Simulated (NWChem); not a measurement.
System: SiNH₃BrCl; SMILES N[SiH](Cl)Br

Parts of the log:

```
             Northwest Computational Chemistry Package (NWChem) 7.3.0
             --------------------------------------------------------

 C1  symmetry detected

                             Geometry "geometry" -> ""
                             -------------------------

 Output coordinates in angstroms (scale by  1.889725989 to convert to a.u.)

  No.       Tag          Charge          X              Y              Z
 ---- ---------------- ---------- -------------- -------------- --------------
    1 Si                  14.0000     0.47798811    -0.60512041     0.43723920
    2 N                    7.0000     1.90340967    -1.09040179    -0.36294048
    3 Cl                  17.0000    -1.02300121    -1.89832894    -0.11938093
    4 Br                  35.0000    -0.22883216     1.45754968    -0.05803801
    5 H                    1.0000     0.69261549    -0.63616268     1.90129973
    6 H                    1.0000     1.89348065    -1.28334385    -1.35884684
    7 H                    1.0000     2.79834871    -0.71864183    -0.06241209

 Effective nuclear repulsion energy (a.u.)     403.2212295727

                                 NWChem DFT Module
                                 -----------------

 Summary of "ao basis" -> "ao basis" (spherical)
 ------------------------------------------------------------------------------
       Tag                 Description            Shells   Functions and Types
 ---------------- ------------------------------  ------  ---------------------
 Si                          6-31g*                  8       18   4s3p1d
 N                           6-31g*                  6       14   3s2p1d
 Cl                          6-31g*                  8       18   4s3p1d
 Br                          6-31g*                 12       32   5s4p3d
 H                           6-31g*                  2        2   2s

            General Information
            -------------------
          SCF calculation type: DFT
          Wavefunction type:  closed shell.
          No. of atoms     :     7
          No. of electrons :    76
           Alpha electrons :    38
            Beta electrons :    38
          Charge           :     0
          Spin multiplicity:     1
          Use of symmetry is: off; symmetry adaption is: off
          Maximum number of iterations: 150
          AO basis - number of functions:    88
                     number of shells:    40
          Convergence on energy requested:  1.00D-06
          Convergence on density requested:  1.00D-05
          Convergence on gradient requested:  5.00D-04

              XC Information
              --------------
                         MN15 Method XC Functional
                     Hartree-Fock (Exact) Exchange  0.440
                          MN15 Exchange Functional  1.000
                        MN15 Correlation Potential  1.000

             Grid Information
             ----------------
          Grid used for XC integration:  medium
          Radial quadrature: Mura-Knowles
          Angular quadrature: Lebedev.
          Tag              B.-S. Rad. Rad. Pts. Rad. Cut. Ang. Pts.
          ---              ---------- --------- --------- ---------
          Si                  1.10       88           8.0       590
          N                   0.65       49          10.0       434
          Cl                  1.00       88          10.0       590
          Br                  1.15      112          10.0       590
          H                   0.35       45          11.0       434
          Grid pruning is: on
          Number of quadrature shells:   472
          Spatial weights used:  Erf1

      Superposition of Atomic Density Guess
      -------------------------------------

 Sum of atomic energies:       -3376.14360463

      Non-variational initial energy
      ------------------------------

 Total energy =   -3377.430500
 1-e energy   =   -5496.173553
 2-e energy   =    1715.521824
 HOMO         =      -0.352649
 LUMO         =       0.057412

     ---------------------------------------------
      Total Density - Mulliken Population Analysis
     ---------------------------------------------

    Atom       Charge   Shell Charges
 -----------   ------   -------------------------------------------------------
    1 Si  14    12.84   2.00  2.00  5.97  0.87  1.29  0.20  0.31  0.21
    2 N    7     8.19   2.00  0.82  2.67  0.81  1.88  0.01
    3 Cl  17    17.41   2.00  2.00  5.98  1.37  3.71  0.57  1.77  0.01
    4 Br  35    35.42   2.00  2.00  6.00  2.00  5.99  1.56  3.94  0.39  1.52  6.97  2.93  0.12
    5 H    1     1.04   0.47  0.57
    6 H    1     0.55   0.40  0.15
    7 H    1     0.55   0.40  0.15

   convergence    iter        energy       DeltaE   RMS-Dens  Diis-err
 ---------------- ----- ----------------- --------- --------- ---------
 d= 0,ls=0.0,diis     1  -3380.1081136935 -3.78D+03  1.21D-02  1.13D+00
 d= 0,ls=0.0,diis     2  -3380.1440397078 -3.59D-02  6.86D-03  3.61D-01
 d= 0,ls=0.0,diis     3  -3380.1786888329 -3.46D-02  2.09D-03  7.90D-02
 d= 0,ls=0.0,diis     4  -3380.1876824647 -8.99D-03  4.00D-04  1.97D-03
 d= 0,ls=0.0,diis     5  -3380.1879027954 -2.20D-04  9.16D-05  8.04D-05
  Resetting Diis
 d= 0,ls=0.0,diis     6  -3380.1879127956 -1.00D-05  1.76D-05  1.82D-06
 d= 0,ls=0.0,diis     7  -3380.1879130248 -2.29D-07  6.04D-06  2.12D-07

         Total DFT energy =    -3380.187913024833
      One electron energy =    -5498.856191811516
           Coulomb energy =     1864.082527973527
    Exchange-Corr. energy =     -148.635478759507
 Nuclear repulsion energy =      403.221229572663

 Numeric. integr. density =       75.999999373502

                       DFT Final Molecular Orbital Analysis
                       ------------------------------------

[...]
```

Level: MN15/6-31G* (spherical d). Geometry: optimised at PBE0/def2-SVP.

**Question.** Which NWChem input produces such a log?

**Answer.** Several could match; the one computed here: the input that was run:
```
start job
memory heap 200 mb stack 900 mb global 1100 mb
geometry units angstroms noautoz
  Si     0.418807    -0.567254     0.461892
  N      1.936803    -0.955820    -0.210653
  Cl    -0.898319    -2.058703    -0.063410
  Br    -0.466446     1.358096    -0.251450
  H      0.538755    -0.455781     1.932840
  H      2.012693    -1.228712    -1.184781
  H      2.766078    -0.464653     0.106359
end
basis spherical
  Si library 6-31g*
  N library 6-31g*
  Cl library 6-31g*
  Br library 6-31g*
  H library 6-31g*
end
dft
  xc mn15
  iterations 150
  mulliken
end
task dft energy
```
